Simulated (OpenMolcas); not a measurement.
**OpenMolcas run: As⁺**

Input:

```
&GATEWAY
Coord
1

As 0.0 0.0 0.0
Basis=ANO-RCC-VTZP
Group=XYZ
NoMove
AngMom=0.0 0.0 0.0
AMFI
&SEWARD
* reference wave functions (RASSCF and RASSI steps not shown): 4 electrons in 9 orbitals (RAS2 4s 4p; RAS3 4d, at most 2 electrons)
>>> COPY JOB001 $Project.JobIph
&CASPT2
Multistate=6 1 2 3 4 5 6
Frozen=3 6
IPEA=0.25
Imaginary=0.1
MaxIter=60
WThr=0.0 0.3 0.05
PrWF=0.5
NoMix
>>> COPY JOB002 $Project.JobIph
&CASPT2
Multistate=6 1 2 3 4 5 6
Frozen=3 6
IPEA=0.25
Imaginary=0.1
MaxIter=60
WThr=0.0 0.3 0.05
PrWF=0.5
NoMix
>>> COPY JOB003 $Project.JobIph
&CASPT2
Multistate=1 1
Frozen=3 6
IPEA=0.25
Imaginary=0.1
MaxIter=60
WThr=0.0 0.3 0.05
PrWF=0.5
NoMix
...
```

Output, cut to the results:

```
--- CASPT2 ---
Orbital specifications:
      -----------------------

      Symmetry species                           1   2
                                                ag  au
      Frozen orbitals                            3   6
      Inactive orbitals                          5   0
      Active orbitals                            6   3
      Secondary orbitals                         7  13
      Deleted orbitals                           0   0
      Number of basis functions                 21  22
Type of calculation                        MS-CASPT2
      Fock operator                              state-specific
      IPEA shift                                 0.25
      Real shift                                 0.00
      Imaginary shift                            0.10
      The input orbitals will be transformed to quasi-canonical
Reference energy:       -2258.6391163722
      E2 (Non-variational):      -0.0737706432
      Shift correction:          -0.0001023426
      E2 (Variational):          -0.0738729858
      Total energy:           -2258.7129893580
      Residual norm:              0.0000002374
      Reference weight:           0.97959
      Contributions to the CASPT2 correlation energy
      Active & Virtual Only:         -0.0251352462
      One Inactive Excited:          -0.0176668621
      Two Inactive Excited:          -0.0309685349
Reference energy:       -2258.6391163722
      E2 (Non-variational):      -0.0737699716
      Shift correction:          -0.0001023469
      E2 (Variational):          -0.0738723185
      Total energy:           -2258.7129886906
      Residual norm:              0.0000002374
      Reference weight:           0.97959
      Contributions to the CASPT2 correlation energy
      Active & Virtual Only:         -0.0251343091
      One Inactive Excited:          -0.0176671289
      Two Inactive Excited:          -0.0309685336
::    CASPT2 Root  1     Total energy:  -2258.71298936
::    CASPT2 Root  2     Total energy:  -2258.71298869
::    CASPT2 Root  3     Total energy:  -2258.71299421
::    CASPT2 Root  4     Total energy:  -2258.02917711
::    CASPT2 Root  5     Total energy:  -2258.02916058
::    CASPT2 Root  6     Total energy:  -2258.02916261
::    MS-CASPT2 Root  1     Total energy:  -2258.71312766
::    MS-CASPT2 Root  2     Total energy:  -2258.71312298
::    MS-CASPT2 Root  3     Total energy:  -2258.71312216
::    MS-CASPT2 Root  4     Total energy:  -2258.02904366
::    MS-CASPT2 Root  5     Total energy:  -2258.02902897
::    MS-CASPT2 Root  6     Total energy:  -2258.02902712
--- CASPT2 ---
Orbital specifications:
      -----------------------

      Symmetry species                           1   2
                                                ag  au
      Frozen orbitals                            3   6
      Inactive orbitals                          5   0
      Active orbitals                            6   3
      Secondary orbitals                         7  13
      Deleted orbitals                           0   0
      Number of basis functions                 21  22
Type of calculation                        MS-CASPT2
      Fock operator                              state-specific
      IPEA shift                                 0.25
      Real shift                                 0.00
      Imaginary shift                            0.10
      The input orbitals will be transformed to quasi-canonical
Reference energy:       -2258.6016775313
      E2 (Non-variational):      -0.0734561045
      Shift correction:          -0.0001062977
      E2 (Variational):          -0.0735624022
      Total energy:           -2258.6752399335
      Residual norm:              0.0000002718
      Reference weight:           0.97807
      Contributions to the CASPT2 correlation energy
      Active & Virtual Only:         -0.0249332666
      One Inactive Excited:          -0.0170325920
      Two Inactive Excited:          -0.0314902458
Reference energy:       -2258.6016775313
      E2 (Non-variational):      -0.0733952425
      Shift correction:          -0.0001044397
      E2 (Variational):          -0.0734996822
      Total energy:           -2258.6751772135
      Residual norm:              0.0000002484
      Reference weight:           0.97818
      Contributions to the CASPT2 correlation energy
      Active & Virtual Only:         -0.0248689562
      One Inactive Excited:          -0.0170353672
      Two Inactive Excited:          -0.0314909192
::    CASPT2 Root  1     Total energy:  -2258.67523993
::    CASPT2 Root  2     Total energy:  -2258.67517721
::    CASPT2 Root  3     Total energy:  -2258.67518145
::    CASPT2 Root  4     Total energy:  -2258.67517441
::    CASPT2 Root  5     Total energy:  -2258.67517472
::    CASPT2 Root  6     Total energy:  -2258.61711806
::    MS-CASPT2 Root  1     Total energy:  -2258.67524254
::    MS-CASPT2 Root  2     Total energy:  -2258.67518465
::    MS-CASPT2 Root  3     Total energy:  -2258.67517725
::    MS-CASPT2 Root  4     Total energy:  -2258.67517451
::    MS-CASPT2 Root  5     Total energy:  -2258.67517122
::    MS-CASPT2 Root  6     Total energy:  -2258.61711562
--- CASPT2 ---
Orbital specifications:
      -----------------------

      Symmetry species                           1   2
                                                ag  au
      Frozen orbitals                            3   6
      Inactive orbitals                          5   0
      Active orbitals                            6   3
      Secondary orbitals                         7  13
      Deleted orbitals                           0   0
      Number of basis functions                 21  22
Type of calculation                        SS-CASPT2
      Fock operator                              state-specific
      IPEA shift                                 0.25
      Real shift                                 0.00
      Imaginary shift                            0.10
...
```

Levels above the lowest, from the spin-orbit matrix with the single-state CASPT2 energies, averaged by term, on its diagonal:

```json
{"Configuration": "4s2 4p2", "Term": "3P", "J": "0", "E (eV)": "0.0000", "Measured (eV)": "0.0000", "Term weight %": "99", "Second": ""}
{"Configuration": "4s2 4p2", "Term": "3P", "J": "1", "E (eV)": "0.1180", "Measured (eV)": "0.1319", "Term weight %": "100", "Second": ""}
{"Configuration": "4s2 4p2", "Term": "3P", "J": "2", "E (eV)": "0.288", "Measured (eV)": "0.3151", "Term weight %": "98", "Second": ""}
{"Configuration": "4s2 4p2", "Term": "1D", "J": "2", "E (eV)": "1.258", "Measured (eV)": "1.2517", "Term weight %": "98", "Second": ""}
{"Configuration": "4s2 4p2", "Term": "1S", "J": "0", "E (eV)": "2.845", "Measured (eV)": "2.8019", "Term weight %": "99", "Second": ""}
{"Configuration": "4s 4p3", "Term": "5S*", "J": "2", "E (eV)": "6.298", "Measured (eV)": "6.7965", "Term weight %": "100", "Second": ""}
{"Configuration": "4s 4p3", "Term": "3D*", "J": "1", "E (eV)": "8.907", "Measured (eV)": "9.1438", "Term weight %": "99", "Second": ""}
{"Configuration": "4s 4p3", "Term": "3D*", "J": "2", "E (eV)": "8.914", "Measured (eV)": "9.1578", "Term weight %": "99", "Second": ""}
{"Configuration": "4s 4p3", "Term": "3D*", "J": "3", "E (eV)": "8.943", "Measured (eV)": "9.2051", "Term weight %": "100", "Second": ""}
{"Configuration": "4s 4p3", "Term": "3P*", "J": "2", "E (eV)": "10.344", "Measured (eV)": "", "Term weight %": "85", "Second": "14 4s2 4p 4d 1D*"}
{"Configuration": "4s 4p3", "Term": "3P*", "J": "0", "E (eV)": "10.381", "Measured (eV)": "", "Term weight %": "100", "Second": ""}
{"Configuration": "4s 4p3", "Term": "3P*", "J": "1", "E (eV)": "10.382", "Measured (eV)": "", "Term weight %": "99", "Second": ""}
```

Against the 8 measured excited levels shown (NIST Handbook of Basic Atomic Spectroscopic Data) the mean absolute deviation is 1300 cm-1; the largest miss in energy is 4s 4p3 5S* 2: computed 6.298, measured 6.7965 eV (-7.3 %), and the largest in proportion 4s2 4p2 3P1 (-10.5 %).

CASPT2 does not keep the components of a term degenerate, so their means are used; among the terms shown or strongly mixed into the levels shown the widest spread is 14 cm-1 (4s2 4p2 1D). The run also gave levels led by 4s 4p2 4d, 4s2 4p 4d, which use shells meant for correlation; these and all levels above them are left out. Some terms mix strongly with configurations of 4d, whose occupation reaches 0.27 (4s 4p3 3D*, 4s 4p3 3P*). Computed and measured levels are paired by configuration, term and J; levels that our copy of the source lacks, or whose pairing is in doubt (as where it misses far off the trend of its configuration), stay unpaired and out of the deviations. Levels of configurations outside the active space are missing. The first state left out of the spin-orbit step lies near 120000 cm-1 above the lowest spin-free state of the reference (among the parities and spins computed), and the list stops at four fifths of that energy or lower.

The term weight is that of the spin-free term in the level, not the purity of its configuration. * marks odd parity.
